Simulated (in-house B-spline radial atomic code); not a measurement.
Ionisation energies along the 6-electron series, configuration 1s2 2s2 2p1/2(2), as differences of self-consistent energies. Dirac energy differences include first-order Breit, QED and recoil terms. NIST's values go from ground level to ground level; the uncertainty of those that are theory runs from under 0.1 % in few-electron ions to several per cent in heavy many-electron ones. Computed with a radial B-spline atomic code at the basis-set limit: Dirac-Hartree-Fock, jj configuration that fills j = l - 1/2 first, finite nuclei.

A number in brackets counts the electrons of a j subshell.

```json
{"ion": "Al7+", "configuration after": "[He] 2s2 2p1/2(1)", "ionisation energy (eV)": "280.3", "IE/(q+1)² (eV)": "4.3794", "-ε less Coulomb ΔSCF (eV)": "1.1812", "Breit and QED recoil part (eV)": "-0.087295", "tabulated value (eV)": "284.64", "tabulated kind": "semi-empirical", "computed minus tabulated (eV)": "-4.4"}
{"ion": "Si8+", "configuration after": "[He] 2s2 2p1/2(1)", "ionisation energy (eV)": "346.5", "IE/(q+1)² (eV)": "4.2782", "-ε less Coulomb ΔSCF (eV)": "1.1849", "Breit and QED recoil part (eV)": "-0.11741", "tabulated value (eV)": "351.28", "tabulated kind": "semi-empirical", "computed minus tabulated (eV)": "-4.7"}
{"ion": "P9+", "configuration after": "[He] 2s2 2p1/2(1)", "ionisation energy (eV)": "419.7", "IE/(q+1)² (eV)": "4.1968", "-ε less Coulomb ΔSCF (eV)": "1.1885", "Breit and QED recoil part (eV)": "-0.15351", "tabulated value (eV)": "424.4", "tabulated kind": "semi-empirical", "computed minus tabulated (eV)": "-4.7"}
{"ion": "S10+", "configuration after": "[He] 2s2 2p1/2(1)", "ionisation energy (eV)": "499.7", "IE/(q+1)² (eV)": "4.13", "-ε less Coulomb ΔSCF (eV)": "1.1919", "Breit and QED recoil part (eV)": "-0.19644", "tabulated value (eV)": "504.55", "tabulated kind": "semi-empirical", "computed minus tabulated (eV)": "-4.8"}
{"ion": "Cl11+", "configuration after": "[He] 2s2 2p1/2(1)", "ionisation energy (eV)": "586.7", "IE/(q+1)² (eV)": "4.0743", "-ε less Coulomb ΔSCF (eV)": "1.1953", "Breit and QED recoil part (eV)": "-0.24648", "tabulated value (eV)": "591.58", "tabulated kind": "semi-empirical", "computed minus tabulated (eV)": "-4.9"}
{"ion": "Ar12+", "configuration after": "[He] 2s2 2p1/2(1)", "ionisation energy (eV)": "680.6", "IE/(q+1)² (eV)": "4.0272", "-ε less Coulomb ΔSCF (eV)": "1.1987", "Breit and QED recoil part (eV)": "-0.30421", "tabulated value (eV)": "685.5", "tabulated kind": "semi-empirical", "computed minus tabulated (eV)": "-4.9"}
{"ion": "K13+", "configuration after": "[He] 2s2 2p1/2(1)", "ionisation energy (eV)": "781.5", "IE/(q+1)² (eV)": "3.9871", "-ε less Coulomb ΔSCF (eV)": "1.202", "Breit and QED recoil part (eV)": "-0.37086", "tabulated value (eV)": "786.3", "tabulated kind": "semi-empirical", "computed minus tabulated (eV)": "-4.8"}
{"ion": "Ca14+", "configuration after": "[He] 2s2 2p1/2(1)", "ionisation energy (eV)": "?", "IE/(q+1)² (eV)": "?", "-ε less Coulomb ΔSCF (eV)": "?", "Breit and QED recoil part (eV)": "?", "tabulated value (eV)": "?", "tabulated kind": "semi-empirical", "computed minus tabulated (eV)": "?"}
{"ion": "Sc15+", "configuration after": "[He] 2s2 2p1/2(1)", "ionisation energy (eV)": "1004.1", "IE/(q+1)² (eV)": "3.9224", "-ε less Coulomb ΔSCF (eV)": "1.2088", "Breit and QED recoil part (eV)": "-0.53122", "tabulated value (eV)": "1008.6", "tabulated kind": "semi-empirical", "computed minus tabulated (eV)": "-4.5"}
{"ion": "Ti16+", "configuration after": "[He] 2s2 2p1/2(1)", "ionisation energy (eV)": "1126.0", "IE/(q+1)² (eV)": "3.8962", "-ε less Coulomb ΔSCF (eV)": "1.2123", "Breit and QED recoil part (eV)": "-0.62648", "tabulated value (eV)": "1130.2", "tabulated kind": "semi-empirical", "computed minus tabulated (eV)": "-4.2"}
{"ion": "V17+", "configuration after": "[He] 2s2 2p1/2(1)", "ionisation energy (eV)": "1254.9", "IE/(q+1)² (eV)": "3.8731", "-ε less Coulomb ΔSCF (eV)": "1.2159", "Breit and QED recoil part (eV)": "-0.73261", "tabulated value (eV)": "1258.9", "tabulated kind": "semi-empirical", "computed minus tabulated (eV)": "-4.0"}
{"ion": "Cr18+", "configuration after": "[He] 2s2 2p1/2(1)", "ionisation energy (eV)": "?", "IE/(q+1)² (eV)": "?", "-ε less Coulomb ΔSCF (eV)": "?", "Breit and QED recoil part (eV)": "?", "tabulated value (eV)": "?", "tabulated kind": "semi-empirical", "computed minus tabulated (eV)": "?"}
{"ion": "Mn19+", "configuration after": "[He] 2s2 2p1/2(1)", "ionisation energy (eV)": "1534.0", "IE/(q+1)² (eV)": "3.8349", "-ε less Coulomb ΔSCF (eV)": "1.2233", "Breit and QED recoil part (eV)": "-0.9802", "tabulated value (eV)": "1537.2", "tabulated kind": "semi-empirical", "computed minus tabulated (eV)": "-3.2"}
{"ion": "Fe20+", "configuration after": "[He] 2s2 2p1/2(1)", "ionisation energy (eV)": "?", "IE/(q+1)² (eV)": "?", "-ε less Coulomb ΔSCF (eV)": "?", "Breit and QED recoil part (eV)": "?", "tabulated value (eV)": "?", "tabulated kind": "semi-empirical", "computed minus tabulated (eV)": "?"}
{"ion": "Co21+", "configuration after": "[He] 2s2 2p1/2(1)", "ionisation energy (eV)": "1841.6", "IE/(q+1)² (eV)": "3.8049", "-ε less Coulomb ΔSCF (eV)": "1.2311", "Breit and QED recoil part (eV)": "-1.279", "tabulated value (eV)": "1844", "tabulated kind": "semi-empirical", "computed minus tabulated (eV)": "-2.4"}
{"ion": "Ni22+", "configuration after": "[He] 2s2 2p1/2(1)", "ionisation energy (eV)": "2006.1", "IE/(q+1)² (eV)": "3.7923", "-ε less Coulomb ΔSCF (eV)": "1.2352", "Breit and QED recoil part (eV)": "-1.4495", "tabulated value (eV)": "2008.1", "tabulated kind": "semi-empirical", "computed minus tabulated (eV)": "-2.0"}
```

Question: Fill in the row of Ca14+.

Answer: ionisation energy (eV): 889.3; IE/(q+1)² (eV): 3.9525; -ε less Coulomb ΔSCF (eV): 1.2054; Breit and QED recoil part (eV): -0.4464; tabulated value (eV): 894; computed minus tabulated (eV): -4.7.

Question: Fill in the row of Cr18+.

Answer: ionisation energy (eV): 1390.9; IE/(q+1)² (eV): 3.8529; -ε less Coulomb ΔSCF (eV): 1.2196; Breit and QED recoil part (eV): -0.85042; tabulated value (eV): 1394.5; computed minus tabulated (eV): -3.6.

Question: Fill in the row of Fe20+.

Answer: ionisation energy (eV): 1684.2; IE/(q+1)² (eV): 3.819; -ε less Coulomb ΔSCF (eV): 1.2271; Breit and QED recoil part (eV): -1.123; tabulated value (eV): 1687; computed minus tabulated (eV): -2.8.

Question: How far is this level of theory from the measured and semi-empirical values?

Answer: Over those 16 rows the differences run from -4.9 to -1.97 eV (mean absolute value 4 eV). The calculation leaves out correlation and, in open shells, the multiplet splittings that an average leaves out.
